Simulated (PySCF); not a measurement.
Atoms are numbered as in `[CH3:1][C:2](=[O:3])[c:4]1[cH:5][cH:6][cH:7][cH:8][n:9]1`; H(Xn) means a hydrogen on atom n.

Geometry: PBE0-D3(BJ)/def2-SVP; GIAO absolute shieldings from PySCF 2.14, gas phase, non-relativistic, averaged over equivalent atoms.

At PBE/pcSseg-1 (188 basis functions, 27 s wall time on 1 thread of an x86-64 server CPU, shared host):
```json
{"atoms": "C2", "σ (ppm)": "-21.6"}
{"atoms": "C4", "σ (ppm)": "26.6"}
{"atoms": "C8", "σ (ppm)": "27.8"}
{"atoms": "C6", "σ (ppm)": "41.0"}
{"atoms": "C7", "σ (ppm)": "49.7"}
{"atoms": "C5", "σ (ppm)": "56.0"}
{"atoms": "C1", "σ (ppm)": "151.2"}
{"atoms": "O3", "σ (ppm)": "-317.8"}
{"atoms": "N9", "σ (ppm)": "-85.1"}
{"atoms": "H(C8)", "σ (ppm)": "22.49"}
{"atoms": "H(C5)", "σ (ppm)": "23.07"}
{"atoms": "H(C6)", "σ (ppm)": "23.44"}
{"atoms": "H(C7)", "σ (ppm)": "24.00"}
{"atoms": "H(C1)", "σ (ppm)": "28.44"}
```

Q: Predict the values at PBE0/pcSseg-1 on the same geometry.

A: 
```tsv
atoms	σ at PBE0/pcSseg-1	change
C2	-19.0	+2.6
C4	27.7	+1.1
C8	30.2	+2.4
C6	42.4	+1.4
C7	52.1	+2.4
C5	57.4	+1.4
C1	155.9	+4.7
O3	-319.0	-1.2
N9	-89.3	-4.2
H(C8)	22.50	+0.01
H(C5)	22.94	-0.13
H(C6)	23.37	-0.07
H(C7)	23.91	-0.09
H(C1)	28.49	+0.05
```

The largest change is at C1 (methyl carbon α to a carbonyl). Cost: 188 basis functions, 18 s wall time on 1 thread of an x86-64 server CPU, shared host. The order of the carbon signals is the same at both levels.
